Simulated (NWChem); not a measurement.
NWChem input wanted

The species is SiHClF2 (5 atoms), meant as a singlet with charge 0. As SMILES, `Cl.F[Si]F`. The run starts from this shape.

```
atom    x (Å)    y (Å)    z (Å)
  Si   0.4712  -0.2704   0.6412
   F  -0.8102  -0.6035   1.5195
   F   0.5980  -1.6844  -0.0658
   H   0.8088   1.1188   0.0258
  Cl  -0.3233   1.3680  -1.2992
```

Settings wanted:

* task: ts
* method: HF
* basis set: STO-3G
* reference: RHF
* iteration cap: 100
* symmetry: none
* opt iter: 60
* inhess: 2
* hess first: 1
* template: carbenoid-insertion
* module: scf
* coordinates: internal

Write the NWChem 7.3.0 input and the command.

This one ran through:

mol.xyz:
```
5
ClF2HSi
Si     0.322300    -0.256100     0.476900
F     -0.959100    -0.589200     1.355200
F      0.449100    -1.670100    -0.230100
H      0.659900     1.133100    -0.138500
Cl    -0.472200     1.382300    -1.463500
```

mol.nw:
```
start mol
title "ClF2HSi"
memory total 1800 mb
charge 0

geometry units angstroms noautosym
load mol.xyz
end

basis spherical
* library STO-3G
end

scf
maxiter 100
print low
end

driver
maxiter 60
inhess 2
end

task scf hessian
task scf saddle
task scf frequencies
```

```bash
$ nwchem mol.nw > mol.out
```

Calculated total energy at the end of the run: -936.78001 Eh. One or more modes are imaginary (lowest 1344i cm⁻¹).
